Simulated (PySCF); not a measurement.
**How methods differ on the excitation energy of Nb**

Nb [Kr] 4d4 5s1 (6D) → Nb [Kr] 4d5 (6S), as a difference of total energies. All numbers are calculated (PySCF 2.14, a scalar-relativistic core potential, in def2-QZVPPD with the def2 core potential (28 electrons) (7s5p4d3f2g, 81 functions)). Correlated levels: valence: 4s2 4p6 frozen. The calculations carry no spin-orbit coupling.

```csv
method,excitation energy (eV)
UHF,1.699
MP2 (valence),1.402
SCS-MP2 (valence),1.600
CCSD (valence),1.414
CCSD(T) (valence),1.391
```

How much does correlation contribute at CCSD(T) (valence)?

1.391 − (1.699) = -0.308 eV, measured against UHF.
